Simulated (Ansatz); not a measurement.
H$_{2}$In, SMILES `[InH2]` radical from Hartree–Fock to CCSD(T)

Bond lengths: In1–H2 1.758 Å, In1–H3 1.758 Å. Angles: H2–In1–H3 120.6°.

The species carries charge 0 and has multiplicity 2. Correlated methods include outer-core shells of In, which these sets cover unevenly. In: def2 effective core potential. The structure was optimised at the PBE0-D4/def2-TZVP level. Frozen core, unrestricted reference, Ansatz 0.2.0.

```json
{"basis": "def2-SVP", "HF (Eh)": "-190.31819", "MP2 corr.": "-0.07897", "CCSD corr.": "-0.09862", "(T)": "-0.00259", "CCSD(T) total": "-190.41940"}
{"basis": "def2-TZVPP", "HF (Eh)": "-190.32575", "MP2 corr.": "-0.27654", "CCSD corr.": "-0.28641", "(T)": "-0.00687", "CCSD(T) total": "-190.61903"}
{"basis": "def2-QZVPP", "HF (Eh)": "-190.32715", "MP2 corr.": "-0.46282", "CCSD corr.": "-0.44906", "(T)": "-0.01072", "CCSD(T) total": "-190.78693"}
```
